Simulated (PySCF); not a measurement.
I₄Ta, charge +1, singlet, geometry from GFN2-xTB (such geometries of metal compounds can be far from the true shape) (the multiplicity is a formal guess) (core potentials on I, Ta). Base run: PySCF with DF-WB97X/def2-SVP.

Input for PySCF:
```python
from pyscf import gto, scf, dft

mol = gto.Mole()
mol.atom = '''
    Ta   -0.000000    0.000000    0.000000
    I     2.110035   -0.609754   -1.508469
    I     0.788694    0.387424    2.515430
    I    -1.140795    2.222968   -0.925489
    I    -1.757935   -2.000638   -0.081473
'''
mol.basis = 'def2-svp'
mol.ecp = {'I': 'def2-svp', 'Ta': 'def2-svp'}
mol.charge = 1
mol.spin = 0
mol.verbose = 4
mol.build()

mf = dft.RKS(mol)
mf.xc = 'wb97x'
mf = mf.density_fit(auxbasis='def2-universal-jkfit')
mf.kernel()
```

Variants of this job, named by their change:

| change | ΔE vs base (mEh) | grid points | electrons on the grid |
|---|---|---|---|
| base | 0.000 | 111840 | 112.00000 |
| grids.level = 0 | 75.049 | 14544 | 112.00014 |
| grids.atom_grid = (99, 590) | 0.738 | 144632 | 112.00000 |
| grids.atom_grid = (75, 302) | 7.386 | 66096 | 112.00000 |
| grids.radi_method = delley | 0.163 | 104352 | 112.00000 |
| grids.prune = dft.gen_grid.treutler_prune | 0.000 | 111280 | 112.00000 |
| grids.becke_scheme = stratmann | 0.010 | 111840 | 112.00000 |
| grids.radi_method = mura_knowles | 0.215 | 97624 | 112.00000 |
| grids.level = 1 | 14.573 | 40984 | 112.00000 |
| grids.level = 5 | 0.286 | 238288 | 112.00000 |
| grids.prune = off | 0.000 | 208320 | 112.00000 |
